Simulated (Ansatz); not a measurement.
The first iterations of a band of ClFHInS (5 atoms, charge 0, multiplicity 1).

These are results of Ansatz 0.2.0, RKS B3LYP-D4/def2-SVP, not measurements.

```
movable images  : 7
climbing image  : yes
spring          : 5.0 eV/Å²
optimiser       : quadratic models (default)
start path      : through a guess of the saddle point
force threshold : 0.2 eV/Å
iteration limit : 60
end points      : relaxed
```

Initial state:

```xyz
5
Properties=species:S:1:pos:R:3
F -1.576 -0.465 1.870
In -0.298 -0.326 0.395
S 0.201 1.811 -0.561
Cl 0.646 -2.356 -0.307
H 1.076 1.262 -1.439
```

Final state:

```xyz
5
Properties=species:S:1:pos:R:3
F -1.348 -0.118 1.551
In -0.045 -0.545 0.151
S 0.841 1.241 -1.174
Cl 0.503 -2.810 -0.066
H 0.100 2.158 -0.503
```

| iteration | highest image above the first end (eV) | largest band force component (eV/Å) |
| --- | --- | --- |
| 1 | 38.578 | 151.824 |
| 2 | 11.435 | 31.318 |
| 3 | 5.578 | 20.179 |

Problem. Does the band converge within its limit, and where does its top end?

Solution. The forces met the threshold. It ended after 10 iterations with the highest image 0.152 eV above the first end. The threshold of 0.2 eV/Å is loose, so the images may lie well off the minimum-energy path. Another band between the same ends (7 images) ends at a top of the same energy, where a vibrational analysis finds 1 clearly imaginary mode.

Time of the run: 3.3 min on 1 thread of Intel(R) Xeon(R) 6975P-C (Granite Rapids), with other jobs on the host, peak memory 0.19 GiB.
